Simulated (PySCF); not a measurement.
Dipole moment and polarisability of `C=C[SiH2]NC`

C3H9NSi.
Geometry (GFN2-xTB, Å), atoms numbered from 1 in this order:
```xyz
14
C3H9NSi angstrom
C      2.1821    0.1201    1.1451
C      1.9483    0.0858   -0.1561
Si     0.2609    0.2018   -0.9780
N     -0.8988   -0.1677    0.2348
C     -2.3205   -0.1478   -0.0038
H      1.3800    0.2073    1.8603
H      3.1768    0.0666    1.5634
H      2.7953    0.0084   -0.8264
H     -0.0389    1.5675   -1.4277
H      0.2592   -0.6919   -2.1542
H     -0.6494   -0.8584    0.9272
H     -2.8592    0.0128    0.9326
H     -2.5511    0.6715   -0.6810
H     -2.6855   -1.0766   -0.4582
```

Level: wB97X-D/def2-SVPD (PySCF), static field, nuclei fixed, core orbitals frozen in the response. The polarisability tensor in these axes (au):

```
x   80.15  0.53  5.33
y    0.53 57.58 -0.47
z    5.33 -0.47 76.42
```

Question: Diagonalise the tensor; give its mean and Δα, where Δα² is half the sum of the squared differences of the eigenvalues.

Answer: Principal values 57.54, 72.67 and 83.94 au; mean 71.38 au = 10.58 Å³ = 11.77 × 10⁻⁴⁰ C²·m²/J; Δα = 22.94 au (32 % of the mean).

Question: What is the dipole moment, and where does it point?

Answer: (-0.27, -0.71, 0.64) D, 0.99 D in size, pointing from the negative to the positive side. Measured along this direction, the outermost atoms are H9 at the negative end and H11 and H12 at the positive end.

Question: What are the principal values of the traceless quadrupole moment, Θ = ½Σq(3rr − r²1), about the centre of nuclear charge?

Answer: -4.89, 0.87, 4.03 D·Å. The values depend on the origin, since the dipole doesn't vanish. The electronic extent ⟨r²⟩ about the same centre is 710 bohr², a root-mean-square distance of 2.04 Å for the 48 electrons.

Question: What molar refraction does this α imply?

Answer: Lorentz–Lorenz: R = (4π/3)N_A α = 2.5225 cm³/(mol·Å³) × 10.58 Å³ = 26.7 cm³/mol, in the limit of long wavelengths.

Question: Rayleigh depolarisation ratio (linearly polarised light, static tensor)?

Answer: ρ = 3Δα²/(45ᾱ² + 4Δα²) = 1578.6/(229305 + 2104.8) = 0.00682.

Geometry: GFN2-xTB, one conformer, isolated molecule.

These values come from a run that also computed excited states. Time: 40 s; peak memory 0.80 GiB. Hardware: an Arm Neoverse N1 with one thread, shared host.
